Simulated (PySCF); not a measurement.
Compound: C₅H₃F₃.
Z-matrix (Å and degrees, GFN2-xTB geometry), rows numbered from 1:
```
F 
C   1  1.3505
F   2  1.3430  1  106.16
F   2  1.3505  1  105.22  3  -112.28
C   2  1.4873  1  112.75  3   124.46
C   5  1.3171  2  121.64  1  -120.55
C   6  1.4410  5  152.20  2    -0.06
C   7  1.3268  6   62.46  5  -179.94
H   5  1.0769  2  115.19  1    59.49
H   7  1.0623  6  147.20  8   179.91
H   8  1.0624  6  147.42  7  -179.96
```

The calculation used TDDFT PBE0/def2-SVPD, vertical, gas phase, core orbitals frozen in the response (PySCF).

Frontier orbitals with the atoms that hold most of them (Löwdin shares over 4%, at most four atoms; ? is withheld):

```json
{"orbital": "LUMO+2", "ε (eV)": "0.75", "atoms": "C8 34%, C7 23%, H11 14%, H10 10%"}
{"orbital": "LUMO+1", "ε (eV)": "0.60", "atoms": "C6 33%, C5 22%, C8 10%, C7 10%"}
{"orbital": "LUMO", "ε (eV)": "?", "atoms": "?"}
{"orbital": "HOMO", "ε (eV)": "-7.03", "atoms": "?"}
{"orbital": "HOMO-1", "ε (eV)": "-9.52", "atoms": "C6 25%, C8 17%, C7 17%, C5 12%"}
{"orbital": "HOMO-2", "ε (eV)": "-11.14", "atoms": "C7 19%, C5 13%, C8 12%, C6 12%"}
{"orbital": "HOMO-3", "ε (eV)": "-11.26", "atoms": "F1 37%, F4 37%, F3 26%"}
```

Task: Which atoms hold the HOMO, and with what shares?

Result: C5 (bonded to 2 C and H) 39%; C6 (bonded to 3 C) 23%; C8 (bonded to 2 C and H) 12%; C7 (bonded to 2 C and H) 11%.

Task: Give the leading atoms of the LUMO.

Result: C7 (bonded to 2 C and H) 40%; C8 (bonded to 2 C and H) 39%; C6 (bonded to 3 C) 8%; H11 (bonded to C) 7%. By element: carbon 86% or more, hydrogen 7% or more.

Task: What is the LUMO energy, and the HOMO–LUMO gap?

Result: ε(LUMO) = -1.29 eV; the gap is 5.74 eV (0.2109 hartree).

Task: How does S1 compare with the orbital gap of 5.74 eV?

Result: S1 is at 4.61 eV (f = 0.013), 1.13 eV below the gap, made of HOMO→LUMO (99%). 

Task: Give energy, strength and leading configuration of S1, S2 and S5, and follow the Löwdin shares of the leading atoms from the occupied to the empty orbital.

Result: 
- S1 (4.61 eV, f 0.013), HOMO→LUMO (99%): C5 39% → at most 7%, C6 23% → 8%, C7 11% → 40%, C8 12% → 39%
- S2 (6.40 eV, f 0.0000), HOMO-1→LUMO (95%): C6 25% → 8%, C8 17% → 39%, C7 17% → 40%
- S5 (7.17 eV, f 0.567), HOMO→LUMO+1 (95%): C5 39% → 22%, C6 23% → 33%
